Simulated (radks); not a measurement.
The numbers below are computed, except where a source is named.
Coulomb parameter of the 5d shell of the rhenium ion Re3+ in the model configuration [Xe] 4f14 5d2.5 6s1.5, as a second difference U = [E(n + 0.5) + E(n - 0.5) - 2 E(n)] / (0.5)^2 with all orbitals relaxed. "Bare": the charge of the atom changes with n. "Screened": the 6s shell takes up the change at fixed total charge, which measures U(5d,5d) + U(6s,6s) - 2 U(5d,6s). Code: a radial shooting solver on a logarithmic mesh with Libxc functionals. Model: scalar-relativistic Kohn-Sham, BLYP, spin-unpolarised, spherical densities, point nucleus.

case                   configuration  E - E(n) (eV)
start          [Xe] 4f14 5d2.5 6s1.5          0.000
bare +0.5        [Xe] 4f14 5d3 6s1.5        -16.794
bare -0.5        [Xe] 4f14 5d2 6s1.5         19.958
screened +0.5      [Xe] 4f14 5d3 6s1         -2.401
screened -0.5      [Xe] 4f14 5d2 6s2          2.698

U(bare) = 12.657 eV, U(screened by 6s) = 1.191 eV, against the Slater integral F0(5d,5d) = 15.118 eV with frozen orbitals.
